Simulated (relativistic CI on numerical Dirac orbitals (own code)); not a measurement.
# Energy levels of Os⁸⁺

Computed by Dirac-Coulomb-Breit CI, orbitals from a KLI potential per configuration, model QED (radiative potential, 1s self-energy scaled to tabulated hydrogen-like ionisation energies), unscaled Slater integrals (own radial code, finite nucleus).

CI space (outside the closed core [Kr] 4d10): 4f14 5s2 5p6, 4f14 5s2 5p5 5d, 4f14 5s 5p6 5d, 4f14 5s2 5p5 5f, 4f13 5s2 5p6 5d, 4f14 5s2 5p5 6s, 4f14 5s2 5p5 5g, 4f13 5s2 5p6 6s, 4f14 5s 5p6 5f, 4f14 5s2 5p5 6p, 4f13 5s2 5p6 6p, 4f14 5s 5p6 5g, 4f14 5s2 5p5 6d, 4f13 5s2 5p6 5f, 4f14 5s2 5p5 7s, 4f13 5s2 5p6 6d, 4f14 5s 5p6 6s, 4f14 5p6 5d2, 4f14 5p5 5d3, 4f14 5p5 5d2 5f, 4f13 5p6 5d3, 4f14 5p5 5d2 6s, 4f14 5p5 5d2 5g. Double excitations out of closed p, d and f shells are left out; levels of such configurations are missing from the list, as are those of other unlisted configurations, and high levels can miss mixing partners. These lack a partner that the ground configuration has and come out too high: 4f13 5s2 5p6 6s, 4f14 5s2 5p5 6p, 4f13 5s2 5p6 6p, 4f14 5s2 5p5 6d, 4f13 5s2 5p6 5f.

```csv
No.,Configuration,Term,J,E (cm⁻¹),%,Next component (%),Landé g
1,4f14 5s2 5p6,1S,0,0,100,,
2,4f14 5s2 5p5 5d,3P°,0,364983,100,,
3,4f14 5s2 5p5 5d,3P°,1,373345,85,14 3D°,1.356
4,4f14 5s2 5p5 5d,3F°,3,386218,64,26 1F°,1.086
5,4f14 5s2 5p5 5d,3D°,2,387959,47,43 3P°,1.261
6,4f14 5s2 5p5 5d,3F°,4,390385,99,,1.250
7,4f14 5s2 5p5 5d,1D°,2,398864,54,21 3P°,1.040
8,4f14 5s2 5p5 5d,3D°,3,413615,64,35 1F°,1.215
9,4f14 5s2 5p5 5d,3D°,1,444870,63,23 1P°,0.736
10,4f13 5s2 5p6 5d,3P°,2,482108,82,14 3D°,1.431
11,4f13 5s2 5p6 5d,3H°,5,489509,55,40 1H°,1.026
12,4f14 5s2 5p5 5d,3F°,2,492045,61,25 1D°,0.786
13,4f13 5s2 5p6 5d,3D°,3,495044,48,40 3F°,1.184
14,4f13 5s2 5p6 5d,3G°,4,497931,39,30 3F°,1.066
15,4f13 5s2 5p6 5d,3P°,1,501432,77,18 3D°,1.294
16,4f13 5s2 5p6 5d,3H°,6,502121,100,,1.165
17,4f13 5s2 5p6 5d,1D°,2,505074,44,31 3D°,1.071
18,4f13 5s2 5p6 5d,3H°,4,509218,65,35 3F°,0.956
19,4f13 5s2 5p6 5d,3D°,3,509955,40,18 1F°,1.152
20,4f14 5s2 5p5 5d,3D°,2,510151,37,29 3P°,1.210
21,4f13 5s2 5p6 5d,3G°,5,513341,79,19 1H°,1.158
22,4f13 5s2 5p6 5d,1G°,4,513345,48,28 3F°,1.034
23,4f13 5s2 5p6 5d,1P°,1,514042,64,15 4f14 5s2 5p5 5d 1P°,0.958
24,4f13 5s2 5p6 5d,3P°,0,515574,100,,
25,4f13 5s2 5p6 5d,3F°,2,517082,40,33 1D°,0.909
26,4f14 5s2 5p5 5d,1F°,3,517182,27,25 3F°,1.089
27,4f13 5s2 5p6 5d,3G°,3,522143,64,31 1F°,0.843
28,4f13 5s2 5p6 5d,3D°,1,524626,82,18 3P°,0.677
29,4f13 5s2 5p6 5d,3H°,5,526655,44,40 1H°,1.045
30,4f13 5s2 5p6 5d,3D°,2,530707,43,42 3F°,0.949
31,4f13 5s2 5p6 5d,3F°,3,534764,44,23 3G°,1.005
32,4f13 5s2 5p6 5d,3G°,4,535413,54,35 1G°,1.038
33,4f14 5s2 5p5 6s,3P°,2,574518,100,,1.500
34,4f14 5s2 5p5 6s,1P°,1,578205,51,30 3P°,1.141
35,4f14 5s2 5p5 5d,1P°,1,586674,49,23 4f13 5s2 5p6 5d 1P°,1.008
36,4f14 5s2 5p5 6p,3S,1,664321,51,40 3P,1.686
37,4f14 5s2 5p5 6p,3D,2,668966,52,35 1D,1.153
38,4f14 5s2 5p5 6s,3P°,0,687755,100,,
39,4f14 5s2 5p5 6s,3P°,1,690381,64,36 1P°,1.318
40,4f13 5s2 5p6 6s,3F°,4,691579,100,,1.248
41,4f13 5s2 5p6 6s,1F°,3,692553,53,47 3F°,1.037
42,4f14 5s2 5p5 6p,3D,3,695956,100,,1.333
43,4f14 5s2 5p5 6p,1P,1,696490,58,23 3S,1.186
44,4f14 5s2 5p5 6p,3P,2,703362,68,31 1D,1.342
45,4f13 5s2 5p6 6s,3F°,2,713350,100,,0.663
```

Energies count from the lowest computed level; ° marks odd parity.

The mean weight of the leading LS term, summed over parents, in these 45 levels is 66 %, and that of the leading jj configuration (from the same eigenvectors) 87 %, so jj coupling describes them better and the LS labels are nominal.

At this charge configurations can still be misplaced by up to about 7 % of their energy. Levels and lines within the n = 5 or 6 shells can be off by up to 10 % or somewhat more, and those that change n by about 2 %, since core polarisation is missing. Levels that differ in their count of f electrons can be misplaced by several ten thousand cm⁻¹, since the correlation energy of f electrons is missing or only estimated; rates across such gaps can be off by orders of magnitude.

LS names give the leading component of a level, which can be under half, so a name can repeat, a term be missing and a line seem to break the LS rules.
